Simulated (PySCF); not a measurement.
CH₈O₂Si₃, SMILES O=CO[SiH2][SiH2][SiH3]. Coordinates come from a TPSSh-D3(BJ)/def2-SVP optimisation. This is a generated structure with no PubChem entry under its InChIKey; it may be hypothetical. Other conformers were not sampled.

Q: Give the equilibrium geometry at TPSSh-D3(BJ)/def2-SVP (PySCF confirms it by a frequency run) as bond lengths and angles. (The exact figures need the calculation; the answer reports its results.)

A: Several could match; the one computed here: 
Atoms: O1 C2 O3 Si4 Si5 Si6 H7 H8 H9 H10 H11 H12 H13 H14. Bonds (Å): O1–C2 1.212, C2–O3 1.329, C2–H7 1.108, O3–Si4 1.747, Si4–Si5 2.347, Si4–H8 1.487, Si4–H9 1.483, Si5–Si6 2.351, Si5–H10 1.495, Si5–H11 1.492, Si6–H12 1.485, Si6–H13 1.488, Si6–H14 1.493. Angles (°): O1–C2–O3 124.5, O1–C2–H7 123.8, O3–C2–H7 111.7, C2–O3–Si4 118.1, O3–Si4–Si5 110.6, O3–Si4–H8 106.9, O3–Si4–H9 101.8, Si5–Si4–H8 112.1, Si5–Si4–H9 115.3, H8–Si4–H9 109.4, Si4–Si5–Si6 110.4, Si4–Si5–H10 107.9, Si4–Si5–H11 107.4, Si6–Si5–H10 111.7, Si6–Si5–H11 111.6, H10–Si5–H11 107.6, Si5–Si6–H12 110.8, Si5–Si6–H13 109.7, Si5–Si6–H14 109.4, H12–Si6–H13 110.3, H12–Si6–H14 108.5, H13–Si6–H14 108.0.
